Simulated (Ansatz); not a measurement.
`CC1=C[SiH]1[AlH2]` + `[SH][SnH3]` → `[AlH2][S][SnH3]` + `CC1=C[SiH2]1`  (cleavage of the Al–Si bond)

Program: Ansatz. Geometries: PBE0-D4/def2-TZVP. ΔE: electronic, gas phase. CCSD(T)/CBS is the MP2 limit (def2-TZVPP, def2-QZVPP) plus CCSD(T) − MP2 in def2-TZVPP, frozen cores. Functionals use def2-TZVPP. B3LYP here is the variant with VWN-RPA as its local correlation; programs differ in this. HSE06 is defined as in plane-wave codes. Elements past krypton have def2 core potentials. For Sn outer-core shells are correlated without core-valence functions, which leaves a few kJ/mol of doubt a bond.

`CC1=C[SiH]1[AlH2]`:

Z-matrix (Å, degrees):
```
C
C 1 1.476
H 1 1.093 2 110.4
H 1 1.093 2 111.8 3 121.2
H 1 1.093 2 110.3 3 -117.7
C 2 1.316 1 140.5 3 -122.3
Si 2 1.851 1 150.9 3 59.8
H 6 1.083 2 138.0 1 0.0
Al 7 2.428 2 119.1 1 -78.9
H 7 1.495 2 116.6 1 77.3
H 9 1.590 7 117.8 2 -24.3
H 9 1.591 7 123.0 2 155.2
```

`[SH][SnH3]`:

Z-matrix (Å, degrees):
```
Sn
S 1 2.406
H 1 1.706 2 109.4
H 1 1.701 2 104.7 3 119.6
H 1 1.706 2 109.5 3 -120.9
H 2 1.343 1 93.9 3 59.9
```

`[AlH2][S][SnH3]`:

Cartesian coordinates in Å:
```
Al -0.761 -0.395 -1.765
S -0.680 1.351 -0.480
Sn 0.555 0.400 1.360
H -0.075 -1.734 -1.265
H -1.503 -0.263 -3.153
H -0.325 -0.907 2.008
H 0.707 1.662 2.494
H 2.081 -0.114 0.802
```

`CC1=C[SiH2]1`:

```xyz
10

C     0.489   -1.459    0.362
C     0.092   -0.068    0.058
C     0.558    1.162    0.269
Si   -0.995    1.204   -0.647
H     1.430   -1.503    0.917
H    -0.288   -1.956    0.948
H     0.599   -2.033   -0.562
H     1.427    1.586    0.760
H    -2.276    1.586   -0.001
H    -1.037    1.479   -2.105
```

```tsv
level	ΔE (kcal/mol)	difference from CCSD(T)/CBS
PBE-D4	-24.9	4.5
B97M-V	-28.6	0.8
HSE06-D4	-26.7	2.7
BHLYP-D4	-30.2	-0.8
ωB97X-V	-28.8	0.6
PBE0	-26.5	2.9
B3LYP	-27.3	2.1
HSE06	-26.5	2.9
BHLYP	-29.5	-0.1
LC-ωPBE	-28.3	1.1
RPA@PBE/def2-TZVPP	-27.3	2.1
HF/def2-SVP	-31.5	-2.1
CCSD/def2-TZVPP	-28.8	0.6
MP2/def2-QZVPP	-31.1	-1.7
HF/CBS(def2)	-31.8	-2.4
MP2/CBS(def2)	-31.6	-2.2
CCSD(T)/CBS	-29.4	0
```

Largest T1 diagnostic among the species: 0.014.

From BLYP to BHLYP (50 % exact exchange), in def2-TZVPP and without D4, ΔE moves by −3.9 kcal/mol. At CCSD(T), def2-SVP lies +0.8 kcal/mol from the extrapolated value and def2-TZVPP +1.1 kcal/mol.
